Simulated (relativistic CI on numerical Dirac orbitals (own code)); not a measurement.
Rb2+: sensitivity of the levels to the model

Base calculation: Dirac-Coulomb-Breit CI, KLI orbitals optimised for each configuration, model QED, valence Slater integrals scaled by 0.85, P86 correlation energy added to each configuration.

Configuration list (outside the closed core [Ar] 3d10): 4s2.4p5, 4s.4p6, 4s2.4p4.4d, 4s2.4p4.4f, 4s2.4p4.5s, 4s.4p5.4d, 4s2.4p4.5p, 4s2.4p4.6s, 4s2.4p4.5d, 4s.4p5.4f, 4s2.4p4.6p, 4s2.4p4.6d, 4s2.4p4.5f, 4s2.4p4.5g. Double excitations out of closed p, d and f shells are left out; levels of such configurations are missing from the list, as are those of other unlisted configurations, and high levels can miss mixing partners.

Variants: (1) Slater integrals left unscaled; (2) no correlation estimate; (3) configuration mixing switched off; (4) QED terms removed. Shifts of the energy above 4s2.4p5 2P°_3/2, in cm⁻¹, for the lowest level and the first level of each name with at least 55 % of one term (blank where a level changes its place among those of its configuration and J or its character, or is not in the variant):

```
            Level      Base     Δ(1)     Δ(2)      Δ(3)    Δ(4)  Measured
  4s2.4p5 2P°_3/2       0.0      0.0      0.0       0.0     0.0       0.0
  4s2.4p5 2P°_1/2    7320.0    -14.9     -1.7    +100.9   -15.5    7374.5
    4s.4p6 2S_1/2  135060.4  -6194.8  -1386.1  +32241.3  +144.3  130032.2
4s2.4p4.4d 4D_7/2  157714.1  -2846.2  -2852.4   -2222.5   -14.1  154721.3
4s2.4p4.4d 4D_5/2  157939.6  -2799.1  -2853.3   -2224.9   -13.3  154877.3
4s2.4p4.4d 4D_3/2  158683.0  -2788.9  -2853.8   -2223.2   -14.4  155564.2
4s2.4p4.4d 4D_1/2  159568.4  -2829.9  -2853.7   -2219.7   -16.7  156393.5
4s2.4p4.4d 4F_9/2  165758.9  -1229.7  -2838.5   -2520.2   -10.7          
4s2.4p4.4d 4F_7/2  168583.3  -1183.6  -2839.2   -2505.1   -15.1          
4s2.4p4.4d 2P_1/2  170298.3   -695.2  -2920.9   -2327.7   -15.7          
4s2.4p4.4d 4F_5/2  170800.2  -1285.2  -2836.0   -2493.1   -21.2          
4s2.4p4.5s 4P_5/2  171426.2   -770.3  -4992.5   -1271.3   -52.8  167086.1
4s2.4p4.4d 4P_1/2  171864.1   -570.3  -3113.8   -2465.4   -18.4  168449.9
4s2.4p4.4d 2D_3/2  174352.4   -221.5  -2926.8   -2015.0   -18.4          
4s2.4p4.4d 2F_7/2  174900.8    +72.4  -2838.3   -2542.4   -14.9  171159.3
4s2.4p4.4d 4P_5/2  177190.1   +157.3  -3335.0   -4231.7   -30.2  173415.6
4s2.4p4.4d 2D_5/2  178154.0    +69.1  -2947.2   -2047.8   -24.0          
4s2.4p4.5s 4P_1/2  180392.5    -61.4  -5171.4   -3592.5   -70.8  175434.5
4s2.4p4.4d 2F_5/2  180989.8   +212.8  -2892.9   -2364.1   -26.3  177062.8
4s2.4p4.4d 2G_9/2  181702.5   +605.3  -2839.4   -2470.5   -22.6          
4s2.4p4.4d 2G_7/2  182015.1   +615.7  -2838.9   -2492.7   -21.9          
4s2.4p4.5s 2P_1/2  184418.4   +573.9  -5452.1   -2896.4   -73.3  179095.9
```

Correlation outside the listed configurations is missing or only estimated: errors of thousands of cm⁻¹ between configurations and terms are usual at this charge. Rates and lifetimes follow the computed energies and can be off by large factors. The fine structure of a lone outer electron comes out too small, for d and f at times inverted, and misplaced configurations move strength between like terms. 42 of the 69 excited levels that our extract of the measured tables holds in this range could be paired (the sources list more); they are missed by 3767 cm⁻¹ on average and 5703 at most, and levels without a partner can miss by more.

Measured levels: measured levels as listed in Zhang, Palmeri and Quinet, Eur. Phys. J. D 68, 104 (2014).

Ionisation energy from the two ground configurations alone: base 39.39 eV; Slater integrals left unscaled 39.25 eV; no correlation estimate 38.12 eV. The NIST ASD value (semi-empirical) is 39.247 eV.

LS names give the leading component of a level, which can be under half, so a name can repeat, a term be missing and a line seem to break the LS rules.
